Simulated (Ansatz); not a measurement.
Basis-set extrapolation for `O[SiH2]PS` (PBE0-D4/def2-TZVP geometry, frozen core, Ansatz). Multiplicity 1, RHF reference.

```json
{"": "HF", "def2-TZVPP": "-1105.110522", "def2-QZVPP": "-1105.144767"}
{"": "MP2 correlation", "def2-TZVPP": "-0.697474", "def2-QZVPP": "-0.755989"}
{"": "CCSD(T) correlation", "def2-TZVPP": "-0.780420", "def2-QZVPP": "not run"}
```

Energies in hartree. Use E(X) = E(∞) + A·exp(−7.88·√X) for Hartree–Fock and E(X) = E(∞) + B·X^(−2.97) for correlation, with X = 3 and 4, and add CCSD(T) minus MP2 of the smaller set to the MP2 limit.

Problem. What is the CCSD(T) energy at the basis-set limit?

Solution. HF limit: -1105.144767 + (-0.034245) × 0.13774 = -1105.14948. MP2 limit: -0.755989 + (-0.058515) × 0.74074 = -0.79933. Higher-order term: -0.780420 − (-0.697474) = -0.08295. Total: -1106.03176 hartree, 369.7 kJ/mol below CCSD(T)/def2-TZVPP.
